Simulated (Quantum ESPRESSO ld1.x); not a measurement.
Task: The table gives one normalised radial function P(r) = r R(r) of Ce+ in [Xe] 4f1 5d2 (r in bohr). Calculated with ld1.x of Quantum ESPRESSO 7.5: scalar-relativistic Kohn-Sham, revPBE, spin-unpolarised, spherical densities, point nucleus.

| r | P |
|---|---|
| 0.003291 | 0.0001 |
| 0.003801 | 0.0002 |
| 0.004425 | 0.0003 |
| 0.005111 | 0.0005 |
| 0.00595 | 0.0007 |
| 0.006926 | 0.0011 |
| 0.007999 | 0.0017 |
| 0.009312 | 0.0025 |
| 0.01075 | 0.0037 |
| 0.01252 | 0.0056 |
| 0.01446 | 0.0082 |
| 0.01683 | 0.0122 |
| 0.01944 | 0.0178 |
| 0.02263 | 0.0262 |
| 0.02614 | 0.0374 |
| 0.03043 | 0.0541 |
| 0.03514 | 0.0758 |
| 0.04091 | 0.1069 |
| 0.04762 | 0.1483 |
| 0.055 | 0.1988 |
| 0.06403 | 0.2653 |
| 0.07394 | 0.3407 |
| 0.08608 | 0.4313 |
| 0.09942 | 0.5226 |
| 0.1157 | 0.6151 |
| 0.1337 | 0.6863 |
| 0.1556 | 0.7258 |
| 0.1797 | 0.7107 |
| 0.2092 | 0.6201 |
| 0.2435 | 0.4406 |
| 0.2813 | 0.1891 |
| 0.3274 | -0.1441 |
| 0.3782 | -0.4901 |
| 0.4402 | -0.8378 |
| 0.5084 | -1.1003 |
| 0.5919 | -1.2615 |
| 0.6836 | -1.2841 |
| 0.7958 | -1.1796 |
| 0.919 | -0.9920 |
| 1.07 | -0.7504 |
| 1.236 | -0.5254 |
| 1.438 | -0.3256 |
| 1.675 | -0.1798 |
| 1.934 | -0.0911 |
| 2.251 | -0.0387 |
| 2.6 | -0.0148 |
| 3.027 | -0.0045 |
| 3.496 | -0.0012 |
| 4.07 | -0.0002 |
| 4.7 | 0.0000 |
| 5.472 | 0.0000 |
| 6.319 | 0.0000 |
| 7.356 | 0.0000 |
| 8.496 | 0.0000 |
| 9.89 | 0.0000 |

Which n and l does it have? It may be an empty orbital.

Result: n = 4, l = 2: the number of nodes gives n - l - 1 = 1, the rise at small r (about r^(l+1), flatter next to the nucleus through relativity) gives l, and the extent must fit the shell. The curve is that of 4d. 4d: eigenvalue -114.23 eV, 1 radial node at r = 0.308 bohr, <r> = 0.744 bohr, 90 % of the charge inside 1.12 bohr.
